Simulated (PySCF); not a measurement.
Calculated properties of `C[O][GeH2][CH2]Cl`

Species: C2H7ClGeO.
SMILES with atom numbers: `[CH3:1][O:2][GeH2:3][CH2:4][Cl:5]` (hydrogens: H6, H7, H8 on C1; H9, H10 on Ge3; H11, H12 on C4)

Structure used (PBE0-D3(BJ)/def2-SVP), in Å, numbered top down from 1:
```
atom  x, y, z in Å
C1    -1.770    0.477    0.046
O2    -1.201   -0.788    0.228
Ge3    0.450   -1.121   -0.341
C4     1.613    0.387    0.149
Cl5    1.486    0.738    1.896
H6    -1.254    1.256    0.638
H7    -1.778    0.799   -1.015
H8    -2.817    0.440    0.386
H9     0.455   -1.259   -1.881
H10    0.865   -2.410    0.374
H11    1.329    1.295   -0.401
H12    2.663    0.160   -0.083
```

PBE0-D3(BJ)/def2-SVP geometry optimisation, gas phase (PySCF):

```yaml
Point_group: C1
Rotational_constants_A_B_C: 3.290, 1.710, 1.266 GHz
```

**CAM-B3LYP/def2-SVPD ground state and vertical TDDFT (core frozen in the response) (PySCF)**

```yaml
Dipole_moment: 2.46 D
HOMO_energy: -9.16 eV
LUMO_energy: 0.76 eV
HOMO–LUMO_gap: 9.92 eV
Lowest_singlet_excitation: 6.58 eV (188 nm, f = 0.015)
Strongest_line_among_the_6_lowest_singlet_transitions: S4 at 7.31 eV (170 nm, f = 0.027)
Static_isotropic_polarisability: 72.9 au
Electronic_spatial_extent_⟨r²⟩_about_the_centre_of_nuclear_charge: 923 bohr²
```

Monoisotopic mass from the formula: 155.9397 u.

No computed singlet falls in the visible range (750 to 380 nm, 1.65 to 3.26 eV); S1 lies 3.32 eV above its blue end. The principal polarisabilities are 65.5, 73.0 and 80.4 au; their mean is the isotropic value. The largest Löwdin shares of the HOMO are 0.37 on O2, 0.18 on Cl5, 0.12 on C4 and 0.10 on Ge3. With B = h/(8π²I), that is 505.379 GHz u Å² over I, the principal moments of inertia are 153.6, 295.6 and 399.3 u Å² (most abundant isotopes); the inertial defect Ic − Ia − Ib is -49.9 u Å² (zero for a rigid planar frame, negative otherwise). S1 lies 3.34 eV below the HOMO–LUMO gap; its leading configuration is HOMO→LUMO, weight 0.62. The rotational constants make it an asymmetric top with κ = (2B − A − C)/(A − C) = -0.56, nearer the prolate limit (−1).

 Relativistic effects, spin–orbit coupling among them, are left out although an element past zinc is present.

One conformer stands for the species.
